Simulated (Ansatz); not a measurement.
TaTe₂⁻, relaxed as a singlet with RKS r2SCAN-D4/def2-TZVPD in Ansatz, starting from the GFN1-xTB geometry. Force threshold 0.02 eV/Å.

In the def2 sets Ta, Te take a core potential; there is no spin–orbit coupling. The restricted singlet is unstable: a solution with broken spin symmetry lies lower. The relaxation made no stability test and no search for a lower SCF solution. At r2SCAN-D4/def2-TZVPD a triplet of charge -1 lies 0.63 eV below the restricted singlet, each at its own geometry. The structure comes from a short search, and lower isomers may exist.

Start:

```xyz
3

Ta    0.414   -0.947    0.220
Te    1.346    0.876   -1.302
Te   -1.760    0.072    1.082
```

Q: Estimate the energy that the relaxation releases and the steps that it takes.

A: 13.9 kJ/mol, in 4 steps; 8.5 s on 4 threads of Arm Neoverse V2 on a shared host. No frequencies were taken in this run, so the end may be a saddle point.

Q: Does the start keep its bonding and symmetry?

A: By distances, no bond broke or formed. The bond that changes most is Ta1–Te3, from 2.55 to 2.53 Å (atoms count from 1). Point group C2v at the start, C2v at the end, both within 0.05 Å.

Q: Predict the relaxed structure.

A: 
```xyz
3

Ta    0.335   -0.767    0.178
Te    1.527    0.822   -1.390
Te   -1.862   -0.056    1.212
```
Bond lengths: 2 × Ta–Te 2.53 Å.
